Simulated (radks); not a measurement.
Values are calculated unless marked as measured or tabulated.
Valence configurations of O3+ (all share [He]). Level of theory: scalar-relativistic Kohn-Sham, LDA (Slater exchange, Perdew-Wang correlation), spin-polarised, spherical densities, finite nucleus; open shells are filled with parallel spins first; Fermi nuclear charge, rms radius 2.6991 fm (a radial shooting solver on a logarithmic mesh with Libxc functionals). Energies are relative to 2s2 2p1; eigenvalues in eV for spin up.

2s2 2p1: E (eV) 0.000; moment (Bohr magnetons) 1; e(2p) -66.336; e(2s) -80.288
2s1.5 2p1.5: E (eV) 4.876; moment (Bohr magnetons) 2; e(2p) -66.857; e(2s) -80.899
2s1 2p2: E (eV) 8.026; moment (Bohr magnetons) 3; e(2p) -67.112; e(2s) -81.259
2s0.5 2p2.5: E (eV) 15.108; moment (Bohr magnetons) 3; e(2p) -66.714; e(2s) -80.895
2p3: E (eV) 22.207; moment (Bohr magnetons) 3; e(2p) -66.323

NIST lists [He] 2s2 2p1 as the ground configuration; this level of theory agrees among the configurations tried. The energies are those of spherical high-spin densities, not of single terms.
